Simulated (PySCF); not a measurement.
hydrogen fluoride, charge +1, doublet, at a GFN2-xTB geometry (a state made from the parent by changing its charge; the spin is typed, not shown lowest). Base run: DF-CAMB3LYP/6-311G** in PySCF.

Here is a job for PySCF.
```python
from pyscf import gto, scf, dft

mol = gto.Mole()
mol.atom = '''
    F    -0.000000   -0.000000   -0.104454
    H     0.000000    0.000000    0.940088
'''
mol.basis = '6-311g**'
mol.charge = 1
mol.spin = 1
mol.verbose = 4
mol.build()

mf = dft.UKS(mol)
mf.xc = 'camb3lyp'
mf = mf.density_fit(auxbasis='def2-universal-jkfit')
mf.kernel()
```

Variants of this job, named by their change:

```tsv
change	basis functions	E (Eh)	HOMO (eV)
base	24	-99.86072	-27.48
basis = 6-31G	11	?	?
basis = pcseg-0	11	-99.53838	-27.42
basis = 6-31G**	19	-99.82859	-27.34
basis = cc-pVDZ	19	-99.83663	-27.37
basis = 6-311++G**	29	-99.86151	-27.51
basis = 6-311+G(2d,p)	?	?	-27.51
basis = pcseg-2	44	?	-27.53
basis = pc-2	44	?	-27.53
basis = def2-TZVPD	49	-99.87515	-27.51
basis = aug-cc-pVTZ	69	-99.87092	-27.53
basis = cc-pVQZ	85	-99.87877	-27.53
basis = def2-QZVP	87	-99.88117	-27.53
```

**Question.** Complete the blanks.

**Answer.** 
- basis = 6-31G, E (Eh): -99.80766
- basis = 6-31G, HOMO (eV): -27.36
- basis = 6-311+G(2d,p), basis functions: 33
- basis = 6-311+G(2d,p), E (Eh): -99.86307
- basis = pcseg-2, E (Eh): -99.87364
- basis = pc-2, E (Eh): -99.87598

Totals compare only among sets that treat the same electrons; sets with core potentials leave the core out.

Open shells are given as the SCF converged; they aren't shown to be the lowest states, and a large step between rows can be another state.
